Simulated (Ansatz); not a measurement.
Reactions of C3H6S, SMILES `C=CCS`.

Gas-phase electronic energies from Ansatz, PBE0-D4/def2-TZVP geometries. CCSD(T)/CBS adds triple-zeta CCSD(T) − MP2 to the extrapolated MP2 energy (def2 sets, frozen cores). This one scheme is used for every species, atoms too. Open shells (•) are unrestricted, without spin–orbit coupling. Spin–orbit coupling would lower the free atoms: a little for C, S. Elements past krypton have def2 core potentials. For I outer-core shells are correlated without core-valence functions, so the limit isn't a true one: a few kJ/mol of doubt a bond, and 10 to 20 or more in all where bonds break to atoms. Each species was taken in one conformer, which may not be the lowest.

```
                                             reaction  CCSD/CBS(def2) (kJ/mol)
                           `C=CCS` → 3 C• + 6 H• + S•                     3777
`C=CCS` + `[SiH3][SiH2]S` → `[SiH3][SiH2]SCS` + `C=C`                       21
                                  `C=CCS` → `C/C=C/S`                      -10
                         `C=CCS` + HI → `C=CCI` + H₂S                      -16
                  `C=CCS` + `OBCl` → `SCOBCl` + `C=C`                       58
                   `C=CCS` + `C=N` → `C=CN=C` + CH₃SH                       -1
 `C=CCS` + `[SiH3][SiH3]` → `C=C[SiH2][SiH3]` + CH₃SH                      -28
            `C=CCS` + `C[SiH3]` → `C=CCC[SiH3]` + H₂S                       -3
                 `C=CCS` → `[CH2]` (triplet) + `C=CS`                      424
```

Problem. Give the CCSD(T)/CBS values in the same order. (An estimate is asked.)

Solution. The calculation gave: 3834, 17, -12, -18, 58, -2, -27, -2, 434 kJ/mol.

Largest T1 diagnostic: 0.013, for `SCOBCl`.
